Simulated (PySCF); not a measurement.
C2H2F, SMILES C=[C]F (connectivity only; charge and spin as stated), charge +1, multiplicity 1. The structure is a stationary point at PBE-D3(BJ)/def2-TZVP. The spin state was assumed, not searched. The isomer is the one that the SMILES or the coordinates give; other isomers of the formula were not compared.

TDDFT-B3LYP/def2-SVPD run with PySCF 2.14.0 puts the lowest singlet excitations at 3.46, 7.77, 8.51, 10.24, 10.51, 10.85 eV.

Q: What are the lowest excitation roots from ADC(2)/aug-cc-pVDZ in PySCF? (Estimate from the structure and the level; the computed values follow.)

A: 3.66, 7.98, 8.80, 10.63, 10.68, 11.75 eV. S1 differs by 0.20 eV (second minus first; roots are paired by order, and the bases may differ).
